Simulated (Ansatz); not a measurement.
```yaml
crystal:
  periodic: [false, false, false]
  atoms:
    - {symbol: Be, position_ang: [0.087285, -1.455813, -0.930249]}
    - {symbol: O, position_ang: [-1.495249, -0.820388, -1.396599]}
    - {symbol: O, position_ang: [-0.213920, -2.258553, 0.000707]}
    - {symbol: Be, position_ang: [-1.754385, -1.320538, 0.125594]}
    - {symbol: Be, position_ang: [-0.031584, -1.545630, 1.274176]}
    - {symbol: O, position_ang: [-1.064018, -0.638619, 1.580384]}
    - {symbol: Be, position_ang: [-1.570244, 0.762412, -1.285406]}
    - {symbol: O, position_ang: [-2.168945, 1.344431, -0.063121]}
    - {symbol: Be, position_ang: [-1.219379, 0.846360, 1.282421]}
    - {symbol: O, position_ang: [1.373448, -0.768092, -1.585533]}
    - {symbol: Be, position_ang: [2.160678, -0.528396, -0.197616]}
    - {symbol: O, position_ang: [1.166199, -0.840135, 1.513677]}
    - {symbol: Be, position_ang: [1.419445, 0.836767, -1.392284]}
    - {symbol: O, position_ang: [0.160763, 1.830232, -1.474853]}
    - {symbol: O, position_ang: [2.223896, 0.765482, -0.069075]}
    - {symbol: Be, position_ang: [-0.401491, 2.144646, -0.125293]}
    - {symbol: Be, position_ang: [1.310997, 0.523136, 1.073979]}
    - {symbol: O, position_ang: [0.094858, 1.767940, 1.371381]}
basis:
  gaussian: {orbitals: x2c-TZVPPall, fitting: {mean_field: def2-universal-jkfit}}
magnetization: {spin_polarized: false, initial_magnetization: 2}
hamiltonian: {xc: {name: wB97X}}
scf: {omitted_lower_state_checks: [starts]}
output: {forces: true}
```

```sh
$ ansatz run in.yaml --threads 2 --pin off --events-out ev --progress --plain --max-ram 22528MiB --backend cuda --devices 0, --max-vram 18GiB
```

Output, abridged:

```
Functional definition: wB97X
1152 factors; integrals over basis functions are off by at most 3.1e0 eV
1152 factors; integrals over basis functions are off by at most 4.2e-7 eV
mean field evaluation 1: about -22039.9305 eV, gradient 1.4e2 eV
mean field evaluation 2: about -22039.9309 eV, gradient 1.4e2 eV
mean field evaluation 4: about -22065.5754 eV, gradient 5.5e1 eV
mean field evaluation 8: about -22072.8279 eV, gradient 3.8e0 eV
mean field evaluation 16: about -22073.1391 eV, gradient 2.1e0 eV
mean field -22073.17439632 eV, -811.1741973297 hartree, gradient 1.1e-5 eV, S^2 2.000000; 0 other end points of the search recorded, 0 dependent functions left out
reference -22073.17433047 eV, -811.1741949099 hartree; 55, 53 occupied and 395, 397 virtual orbitals, 1152 factors
Total energy: -22073.17433047 eV, -811.1741949099 hartree
Relativity: scalar
Atom 0 at     0.087285    -1.455813    -0.930249 Å, force     0.775240     5.623897   -10.105284 eV/Å
Atom 1 at    -1.495249    -0.820388    -1.396599 Å, force     1.447942     1.946689     1.113174 eV/Å
Atom 2 at    -0.213920    -2.258553     0.000707 Å, force    -2.168717    -6.444973     7.336501 eV/Å
Atom 3 at    -1.754385    -1.320538     0.125594 Å, force    -1.543232    -1.539681    -2.709876 eV/Å
Atom 4 at    -0.031584    -1.545630     1.274176 Å, force     1.224444    -4.907349    -0.318373 eV/Å
Atom 5 at    -1.064018    -0.638619     1.580384 Å, force    -2.170164     2.902302     2.282335 eV/Å
Atom 6 at    -1.570244     0.762412    -1.285406 Å, force     0.475987    -2.293505    -0.582733 eV/Å
Atom 7 at    -2.168945     1.344431    -0.063121 Å, force     3.133563     1.260871     2.029442 eV/Å
Atom 8 at    -1.219379     0.846360     1.282421 Å, force    -1.153919     2.124749    -0.896127 eV/Å
Atom 9 at     1.373448    -0.768092    -1.585533 Å, force     0.487223     0.025572     1.829329 eV/Å
Atom 10 at     2.160678    -0.528396    -0.197616 Å, force    -0.623293    -8.519091    -2.776903 eV/Å
Atom 11 at     1.166199    -0.840135     1.513677 Å, force     3.224135     0.396274     0.409595 eV/Å
Atom 12 at     1.419445     0.836767    -1.392284 Å, force    -2.551384     0.424979    -1.051791 eV/Å
Atom 13 at     0.160763     1.830232    -1.474853 Å, force    -0.109161    -1.391965     0.429461 eV/Å
Atom 14 at     2.223896     0.765482    -0.069075 Å, force     2.377514     7.139403     1.479869 eV/Å
Atom 15 at    -0.401491     2.144646    -0.125293 Å, force    -0.180723     0.065328     0.730977 eV/Å
Atom 16 at     1.310997     0.523136     1.073979 Å, force    -2.175071     5.312733     2.679198 eV/Å
Atom 17 at     0.094858     1.767940     1.371381 Å, force    -0.470384    -2.126233    -1.878795 eV/Å
Dipole moment:     1.470615     0.614561     0.297986 e Å
Checks for a lower state left out: starts
```

Hardware: 2 threads of AMD EPYC 7R13 on a shared host and a share (18 GiB) of an NVIDIA H100 80GB HBM3. Wall time 16 s, peak host memory 1.3 GiB.

DK, ANO-RCC and x2c sets are all-electron and run with scalar relativity unless a key says otherwise.

With spin_polarized false and unpaired electrons the run is restricted open-shell.
